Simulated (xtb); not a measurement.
xtb input:

```bash
xtb mol.xyz --gfn 2 --sp --chrg 0 --uhf 0
```
mol.xyz:
```
7

S      1.88724516     0.07423551    -0.95279755
Si    -0.00395905     0.00353261     0.00235485
S     -1.18920431    -1.47986557    -0.94769258
Cl     0.12018736    -0.41071143     2.01245178
Cl    -0.77769778     1.89262764    -0.18801077
H      2.16410460    -1.21477194    -0.68215822
H     -2.09965455    -1.53717932     0.04153530
```

What final total energy does it print?

-18.45920 Eh (GFN2-xTB).
